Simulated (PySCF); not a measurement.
Constitutional and geometric isomers with formula CH6Si3. Gas-phase values, no solvent. One relaxed conformer stands for each flexible species; it need not be the lowest. Strings in code marks are SMILES. Quantity: electronic energy of isomers of CH6Si3 relative to `C1=[SiH][SiH2][SiH2]1`. Level 1: PBE-D3(BJ)/def2-TZVP // PBE0-D3(BJ)/def2-TZVP (PySCF). Level 2: PBE0-D3(BJ)/def2-TZVP (PySCF).

```tsv
case	level 1 (kcal/mol)	level 2 (kcal/mol)
`C1[SiH]=[SiH][SiH2]1`	-0.6	-0.5
`C[Si]1=[SiH][SiH2]1`	7.7	9.1
`C[SiH]1[SiH]=[SiH]1`	8.1	withheld
`C=[Si]1[SiH2][SiH2]1`	21.7	24.7
`[SiH2]=C[SiH]=[SiH2]` (Si–C–Si–Si torsion 48°)	33.1	36.6
`[SiH2]=C=[SiH][SiH3]`	41.2	44.6
```

### Question
Fit level 2 = a + b·x to the 5 complete rows by least squares, with x = level 1 in kcal/mol. Give a, b and the rms residual, and predict the withheld value.

### Answer
Means of the 5 rows: x̄ = 20.62, ȳ = 22.9 kcal/mol. Σ(x − x̄)² = 1197.7 and Σ(x − x̄)(y − ȳ) = 1294.4, so b = 1.081 and a = ȳ − b·x̄ = 0.61 kcal/mol. The rms residual is 0.44 kcal/mol. At x = 8.1 the line gives 9.4 kcal/mol. The run for `C[SiH]1[SiH]=[SiH]1` gave 9.6 kcal/mol, so the line is off by 0.2 kcal/mol, within twice the rms residual.

Codes: PySCF.
